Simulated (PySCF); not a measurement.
**Excitation energy of Ar⁺ by level of theory**

Ar⁺ [Ne] 3s2 3p5 (2P) → Ar⁺ [Ne] 3s1 3p6 (2S), as a difference of total energies. Calculation: PySCF 2.14, in x2c-QZVPPall; the spin-free X2C one-electron Hamiltonian (Gaussian nucleus). Correlated levels: valence: [Ne] frozen. The calculations carry no spin-orbit coupling.

Order these methods by the excitation energy they give, lowest first.
A. CCSD (valence)
B. MP2 (valence)
C. SCS-MP2 (valence)
D. CCSD(T) (valence)

D (109530 cm⁻¹), A (116410 cm⁻¹), C (125870 cm⁻¹), B (128290 cm⁻¹).

Errors of the correlated levels include the incompleteness of this basis and the frozen core.

The coupled-cluster amplitudes are large for the upper state (T1 above 0.03 or a double amplitude above 0.15), so a single reference is strained.

For comparison: 108240 cm⁻¹ (measured; NIST levels, between the centres of gravity of the two terms).
